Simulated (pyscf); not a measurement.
Optimised with ωB97X-D3(BJ)/def2-SVP in PySCF. MP2 and CC: frozen core, UHF for open shells. ΔMP2 is the change of the MP2 total energy from the triple- to the quadruple-zeta basis. Singlets are restricted, triplets unrestricted.

Singlet (Å):
```xyz
3

Si     0.5157    -0.4039    -0.4231
Cl     1.9629     1.0947    -0.3645
H      0.4542    -0.6058     1.0920
```

Triplet (Å):
```xyz
3

Si     0.6959    -0.0314    -0.1406
Cl    -0.0735    -0.5930    -1.9728
H      0.3134     1.3359     0.3337
```

Task: For these two minima of :HSi–Cl, which spin state lies lower at CCSD(T)/def2-TZVPP + ΔMP2(QZVPP), and by how much (electronic energies)?

Result: The singlet, by 34.5 kcal/mol. Zero-point energy shifts E(triplet) − E(singlet) by -0.1 kcal/mol. 

E(triplet) − E(singlet) by level (kcal/mol):

```tsv
level	gap
ωB97X-D3(BJ)/def2-TZVP	+34.8
PBE/def2-TZVP	+30.1
r²SCAN/def2-TZVP	+24.6
B3LYP-D3(BJ)/def2-TZVP	+33.8
PBE0-D3(BJ)/def2-TZVP	+28.7
M06-2X/def2-TZVP	+32.6
ωB97M-D3(BJ)/def2-TZVP	+38.6
HF/def2-TZVP	+17.2
MP2/def2-QZVPP	+31.7
CCSD/def2-TZVPP	+33.1
CCSD(T)/def2-TZVPP	+33.7
CCSD(T)/def2-TZVPP + ΔMP2(QZVPP)	+34.5
```

The triplet is the lowest one reached from the SCF start used. The CCSD(T) − MP2 part came from Ansatz, without density fitting, on the same reference.
